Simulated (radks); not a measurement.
Results of a calculation; reference values are marked as such.
Species: the palladium ion Pd+. Configuration: [Kr] 4d8.5 5s0.5 (fractional occupations, a model configuration). Level of theory: scalar-relativistic Kohn-Sham, BLYP, spin-polarised, spherical densities, finite nucleus; open shells are filled with parallel spins first (spin-orbit coupling, left out, can overturn this in heavy ions); Fermi nuclear charge, rms radius 4.5318 fm (a radial shooting solver on a logarithmic mesh with Libxc functionals).

Unscreened Slater integrals over Kohn-Sham orbitals (hartree). They are taken over the spin-up orbitals.

F0(5s,5s): 0.32048
F0(5s,4d): 0.38970
G2(5s,4d): 0.069764
F0(5s,4p): 0.40545
G1(5s,4p): 0.024500
F0(5s,4s): 0.40878
G0(5s,4s): 0.015886
F0(4d,4d): 0.63783
F2(4d,4d): 0.31260
F4(4d,4d): 0.20257
F0(4d,4p): 0.72948
F2(4d,4p): 0.35252
G1(4d,4p): 0.44050
G3(4d,4p): 0.26782
F0(4d,4s): 0.75268
G2(4d,4s): 0.31986
F0(4p,4p): 0.86849
F2(4p,4p): 0.45463
F0(4p,4s): 0.90744
G1(4p,4s): 0.61485
F0(4s,4s): 0.95271

Derived for the open shells (J is the average intra-shell exchange parameter used in DFT+U). 4d: Racah B = F2/49 - 5 F4/441 = 0.004083 hartree, C = 35 F4/441 = 0.01608 hartree, C/B = 3.94, F4/F2 = 0.648, J = (F2 + F4)/14 = 0.03680 hartree.
